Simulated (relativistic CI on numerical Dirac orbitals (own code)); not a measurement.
# Ligand-field terms of d5

Computed with a parametric ligand-field model of a d^n configuration (Racah B and C, spin-orbit zeta, crystal field), exact diagonalisation.

Field parameters in Wybourne normalisation: D3d B²₀ = −7Dσ, B⁴₀ = −14Dq − 21Dτ, B⁴₃ = −14√(10/7) Dq; D4h B²₀ = −7Ds, B⁴₀ = 21(Dq − Dt), B⁴₄ = 21√(5/14) Dq; Oh B⁴₀ = 21Dq, B⁴₄ = √(5/14) B⁴₀; Td as Oh with Dq negative (B⁴₀ = 21Dq, B⁴₄ = √(5/14) B⁴₀). The field is a parameter set, without covalency.

(1) Ground term and bands for B = 760, C = 3170, ζ = 0 cm⁻¹, Td, 10Dq = -6050 cm⁻¹?

(2) Ground term and bands for B = 980, C = 3940, ζ = 0 cm⁻¹, D4h, 10Dq = 19900, Ds = 3000, Dt = -570 cm⁻¹?

(3) Ground term and bands for B = 310, C = 1360, ζ = 0 cm⁻¹, D3d, 10Dq = 27950, Dσ = 1200, Dτ = 20 cm⁻¹?

(4) Ground term and bands for B = 930, C = 4560, ζ = 0 cm⁻¹, Oh, 10Dq = 5850 cm⁻¹?

(5) Ground term and bands for B = 960, C = 4080, ζ = 0 cm⁻¹, D4h, 10Dq = 19950, Ds = -1360, Dt = -150 cm⁻¹?

Answers

(1) Ground term 6A1 with 2.00 electrons in the two orbitals of the cubic e set. Spin-allowed: none. Lowest spin-forbidden: 4T1 19444 cm⁻¹ (514 nm), 4T2 22280 cm⁻¹ (449 nm), 4A1+E 23450 cm⁻¹ (426 nm). A high-spin d5 ion has no spin-allowed d-d band, hence its pale colour.

(2) Ground term 2B2 with 0.05 electrons in the two orbitals of the cubic e set. Spin-allowed: 2E 10456 cm⁻¹ (956 nm), 2B1 19110 cm⁻¹ (523 nm), 2E 22649 cm⁻¹ (442 nm), 2A1 25266 cm⁻¹ (396 nm). Lowest spin-forbidden: 6A1 2796 cm⁻¹, 4E 7962 cm⁻¹ (1256 nm), 4A2 15527 cm⁻¹ (644 nm).

(3) Ground term 2E with 0.01 electrons in the two orbitals of the cubic e set. Spin-allowed: 2A1 2979 cm⁻¹, 2E 25969 cm⁻¹ (385 nm), 2A2 26547 cm⁻¹ (377 nm), 2E 26972 cm⁻¹ (371 nm). Lowest spin-forbidden: 4E 21029 cm⁻¹ (476 nm), 4A2 23575 cm⁻¹ (424 nm), 4E 25202 cm⁻¹ (397 nm).

(4) Ground term 6A1 with 2.00 electrons in the two orbitals of the cubic e set. Spin-allowed: none. Lowest spin-forbidden: 4T1 28927 cm⁻¹ (346 nm), 4T2 31303 cm⁻¹ (319 nm), 4A1+E 32100 cm⁻¹ (312 nm). A high-spin d5 ion has no spin-allowed d-d band, hence its pale colour.

(5) Ground term 6A1 with 2.00 electrons in the two orbitals of the cubic e set. Spin-allowed: none. Lowest spin-forbidden: 2E 9176 cm⁻¹ (1090 nm), 4E 11402 cm⁻¹ (877 nm), 2B2 11867 cm⁻¹ (843 nm). A high-spin d5 ion has no spin-allowed d-d band, hence its pale colour.
